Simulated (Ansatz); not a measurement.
Cr(NH2)2 (CrN2H4). The state is a triplet with charge 0. Geometry PBE0-D4/def2-TZVP; atoms count from 1.

Cartesian coordinates in Å:
```
Cr -0.371 0.317 -0.061
N 0.787 0.787 -1.435
H 1.608 1.369 -1.331
H 0.863 0.306 -2.322
N -0.923 -0.671 1.413
H -0.609 -0.523 2.363
H -1.355 -1.585 1.372
```

The charge 0 triplet is spin-contaminated (final ⟨S²⟩ up to 3.03, 2.00 for a pure state). At PBE0-D4/def2-TZVP a quintet of charge 0 lies 1.34 eV below the triplet, each at its own geometry.

Problem. Estimate the Mulliken populations from the PBE0/def2-TZVP orbitals of Ansatz.

Solution. 
```
atom  charge (e)  spin (α − β)  d electrons
 Cr1        0.82          2.22         4.52
  N2       -0.88         -0.14            –
  H3        0.23          0.01            –
  H4        0.23          0.01            –
  N5       -0.88         -0.14            –
  H6        0.23          0.01            –
  H7        0.23          0.01            –
```
Mulliken values depend strongly on the basis.

Problem. Where does the spin sit?

Solution. Summed by element: Cr 2.22, N -0.27, H 0.06, of 2 unpaired in all. Largest on single atoms: Cr1 2.22, N5 -0.14, N2 -0.14.

Problem. And the Mayer bond orders between heavy atoms (over 0.3)?

Solution. Cr1–N2 0.99 (1.86 Å); Cr1–N5 0.99 (1.86 Å).
